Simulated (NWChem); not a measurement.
Species: ZrOClF; SMILES [O]=[Zr]([F])[Cl]

```xyz
4

Zr     0.0238    -0.2650     0.0337
O      1.4981    -0.9409    -0.5691
F     -1.4868    -1.3807    -0.3844
Cl    -0.0603     2.1241    -0.0082
```
Atoms are numbered in this order, from 1.

Level: PBE0/def2-SVP with def2 effective core potentials on Zr (NWChem), optimised geometry, unscaled harmonic frequencies. def2 effective core potentials on Zr; no spin-orbit coupling.

List the harmonic frequencies with IR intensities, and the thermochemistry.


```tsv
frequency (cm⁻¹)	IR intensity (km/mol)
71	69.3
132	12.7
219	6.6
398	71.8
672	153.6
997	217.1
```

```
Quantity                                                                            Value
-----------------------------------------------------------------------  ----------------
zero-point energy                                                            3.6 kcal/mol
thermal correction to the enthalpy at 298.15 K (with zero-point energy)      7.5 kcal/mol
heat capacity Cv                                                         14.4 cal/(mol K)
entropy at 298.15 K and 1 atm (symmetry number 1)                        78.5 cal/(mol K)
```

Rigid rotor and harmonic oscillator; modes under 100 cm⁻¹ make the entropy uncertain.
